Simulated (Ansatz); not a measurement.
Reaction (substitution at a C–N bond): `CC(C)NC(C)(C)C` + `[NH2][Sn]([Cl])([Cl])[Cl]` → `CC(C)(C)[NH][Sn]([Cl])([Cl])[Cl]` + `CC(C)N`

Gas-phase electronic energies from Ansatz, PBE0-D4/def2-TZVP geometries. CCSD(T)/CBS adds triple-zeta CCSD(T) − MP2 to the extrapolated MP2 energy (def2 sets, frozen cores). def2 core potentials past Kr. For Sn outer-core shells are correlated without core-valence functions, which leaves a few kJ/mol of doubt a bond. Each species was taken in one conformer, which may not be the lowest.

| species | HF/def2-TZVPP energy (Eh) |
| --- | --- |
| `CC(C)NC(C)(C)C` | -329.53968 |
| `[NH2][Sn]([Cl])([Cl])[Cl]` | -1647.68742 |
| `CC(C)(C)[NH][Sn]([Cl])([Cl])[Cl]` | -1803.87190 |
| `CC(C)N` | -173.36074 |

Q: Work out ΔE.

A: ΔE = (-1803.87190) + (-173.36074) − (-329.53968) − (-1647.68742) = -0.00554 Eh = -14.5 kJ/mol. CCSD(T)/CBS gives -21.5 kJ/mol.

Largest T1 diagnostic among the species: 0.011.

In def2-TZVPP, CCSD(T) changes the Hartree–Fock value by −4.3 kJ/mol (the triples alone add −1.0 kJ/mol) and MP2 by −6.5 kJ/mol. Leaving LDA and LC-ωPBE aside and taking each functional with its dispersion term where it has one, the values, not all of them listed here, spread over 3.2 kJ/mol, from BHLYP-D4 to ωB97X-V.
